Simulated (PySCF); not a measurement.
SMILES c1([SiH2][SiH2]S)cccs1 (C4H8S2Si2), GFN2-xTB optimised geometry.

```
16

S      5.20    -0.98     2.06
Si     3.06    -1.25     1.99
Si     2.36    -0.29     0.00
C      0.49    -0.29     0.00
C     -0.38     0.76     0.00
C     -1.74     0.39     0.02
C     -1.90    -0.96     0.03
S     -0.40    -1.79     0.02
H      5.39    -1.58     3.22
H      2.56    -0.64     3.22
H      2.85    -2.69     2.13
H      2.76     1.11    -0.17
H      2.81    -1.04    -1.18
H     -0.04     1.79    -0.02
H     -2.55     1.09     0.02
H     -2.81    -1.52     0.05
```

Density from PBE/def2-TZVP run with PySCF 2.14.0 at that geometry.

Minimum of the electron density along straight lines between bonded atoms, close to the bond critical point (lines longer than 1.1 times the sum of covalent radii, or with two minima, are not listed):

```csv
bond,length / Å,ρ at the minimum / e bohr⁻³,∇²ρ there / e bohr⁻⁵,position (fraction from the first atom)
S1–Si2,2.162,0.094,0.08,0.64
Si2–Si3,2.312,0.096,-0.17,0.54
Si3–C4,1.873,0.116,0.22,0.39
C4–C5,1.364,0.326,-0.92,0.51
C5–C6,1.411,0.301,-0.83,0.50
C6–C7,1.357,0.331,-0.95,0.49
C4–S8,1.737,0.206,-0.37,0.47
C7–S8,1.719,0.214,-0.42,0.48
S1–H9,1.322,0.219,-0.64,0.63
Si2–H10,1.466,0.124,0.16,0.50
Si2–H11,1.464,0.124,0.17,0.50
Si3–H12,1.468,0.123,0.16,0.50
Si3–H13,1.469,0.123,0.17,0.50
C5–H14,1.076,0.287,-1.01,0.65
C6–H15,1.076,0.286,-1.01,0.65
C7–H16,1.072,0.289,-1.03,0.65
```
